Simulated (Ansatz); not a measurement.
Cartesian coordinates in Å:
```
N 2.281 -0.526 -1.514
C 1.286 -0.322 -0.968
Al -0.423 0.003 -0.133
O -0.325 0.369 1.504
H -1.751 -0.081 -0.963
H -1.067 0.557 2.074
```

Total charge 0; spin multiplicity 1.

List the ωB97M-V/def2-TZVPP orbital energies in eV (the Gaussian-basis code of Ansatz). (Estimate.)

The calculation gave: Occupied: -1533.13, -526.36, -394.88, -281.77, -117.73, -77.40, -77.22, -77.20, -30.71, -27.97, -17.87, -16.12, -13.79, -12.80, -12.67, -12.27, -12.21, -11.81. Lowest empty: -0.10, 1.04, 1.83, 2.66, 3.18, 3.55, 3.88, 4.55.
